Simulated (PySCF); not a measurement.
Computed vibrations of [Tl(BH4)2]+

[Tl(BH4)2]+ (singlet). PySCF 2.14.0, RKS PBE0, Tl def2-SVP with ECP60, B def2-SVP, H def2-SVP; non-relativistic Hamiltonian with scalar-relativistic core potentials where named; density fitting; no spin-orbit coupling. Central differences of gradients.

```xyz
11

Tl    0.0000    0.0000   -0.0166
B     2.2309    0.2049    0.1706
H     3.1429   -0.5640   -0.4516
H     2.5099   -0.1308    1.2942
H     2.3275   -0.7935   -0.7263
H     2.5315    1.2748   -0.2937
B    -2.2309   -0.2043    0.1713
H    -3.1429    0.5625   -0.4536
H    -2.5099    0.1352    1.2937
H    -2.3275    0.7910   -0.7290
H    -2.5315   -1.2758   -0.2894
```

Run from Python with OMP_NUM_THREADS=2. Where DIIS fails, smearing, a level shift and second-order steps follow.
It took 100 s on 2 threads of Arm Neoverse V2 (shared host).

(1) What are the harmonic wavenumbers and infrared intensities?

(2) Is this a minimum?

On relaxing from the template, bonds within or between ligands changed, so the formula names the start rather than the bonding at the end.

Results:

(1) Modes are labelled in C2; negative numbers are unstable modes, those under 60 cm⁻¹ near the noise; a finer grid moves soft modes by up to 10 cm⁻¹.
```csv
cm⁻¹,km/mol,symmetry
50,16.8,a
111,11.7,b
114,11.0,a
190,20.2,b
197,22.5,a
394,0.3,a
443,0.6,b
511,0.0,a
516,51.3,b
670,16.1,b
697,0.1,a
810,2.1,a
846,69.9,b
1057,2.2,b
1058,1.5,a
1124,32.8,b
1124,8.6,a
1307,834.2,b
1387,7.2,a
2019,0.7,b
2021,0.0,a
2578,42.0,b
2584,0.1,a
2709,7.5,b
2710,7.1,a
2864,508.2,b
2887,13.3,a
```

(2) Yes, within the noise of the softest modes. Ideal gas at 298.15 K and 1 bar: S = 356.6 J/(mol K), Cp = 113.7 J/(mol K), H − H(0 K) = 22.8 kJ/mol (rigid rotor, harmonic modes, spin degeneracy alone; the modes under 60 cm⁻¹ make these uncertain).
